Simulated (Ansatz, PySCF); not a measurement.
Pulling on the O3–H4 bond in CdFHO (SMILES [OH][Cd][F]) (multiplicity 1 held, fragments rigid). Energies count from the point at 0.964 Å.
Geometry at that point (charge 0, multiplicity 1):
```
atom    x (Å)    y (Å)    z (Å)
----  -------  -------  -------
Cd     0.0086   0.0063  -0.0013
F      1.2551   0.9206  -1.1752
O     -1.3176  -0.9670   1.0769
H     -1.1661  -0.8520   2.0216
```

R- and RO- levels are restricted; in cc, def2 and unpolarised 6-31G sets they are followed outwards from rest. U- levels take the lowest unrestricted solution at each point, which mixes spins at long bonds. Levels need not reach the same state.

Cores are frozen in the correlated methods. Rows in 3-21G carry no dispersion term and start afresh at each structure; the Pople sets are all-electron and without relativity.

Codes used: Ansatz (an electronic-structure program); PySCF for 3-21G rows.  In def2 rows elements past Kr take small-core potentials, without spin–orbit coupling.

### Question
One of these levels gives 6.563 eV for the energy at R = 3.084 Å. Name it.
A) R-MP2/def2-TZVPP
B) U-CCSD/def2-TZVPP
C) U-HF/def2-TZVPP
D) R-HF/3-21G

### Answer
A, R-MP2/def2-TZVPP. The others give 9.008 (R-HF/3-21G), 3.657 (U-HF/def2-TZVPP), 5.146 (U-CCSD/def2-TZVPP)

Doubts at one or more of the structures used: a restricted determinant that unrestricted orbitals would lower (R-HF/3-21G, R-MP2/def2-TZVPP); a spin-contaminated determinant (U-HF/def2-TZVPP, U-CCSD/def2-TZVPP).
